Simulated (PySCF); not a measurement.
## Ionisation energy along the 24-electron series

Calculated with PySCF 2.14 and a two-component X2C-1e Hamiltonian (Gaussian nucleus, no Breit or QED terms), each ion in its own even-tempered basis scaled to its charge; GMP2 freezes [Ne] and drops the highest virtual spinors. Values in eV. NIST values: (m) measured, (s) semi-empirical, (t) theoretical.

| ion | configuration | GHF (spin-free) | GMP2 (spin-free) | GHF (screened spin-orbit) | GMP2 (screened spin-orbit) | NIST |
| --- | --- | --- | --- | --- | --- | --- |
| Pr³⁵⁺ | [Ar] 3d6 | 2396.8 | 2397.9 | 2401.6 | 2402.0 | 2400 ± 5 (t) |
| Nd³⁶⁺ | [Ar] 3d6 | 2521.0 | 2522.1 | 2525.5 | 2525.8 | 2525 ± 5 (t) |
| Pm³⁷⁺ | [Ar] 3d6 | 2648.3 | 2649.4 | 2652.5 | 2652.7 | 2652 ± 4 (t) |

Between Z = 59 and Z = 61 the GMP2 (screened spin-orbit) value grows as Z to the power 2.98.
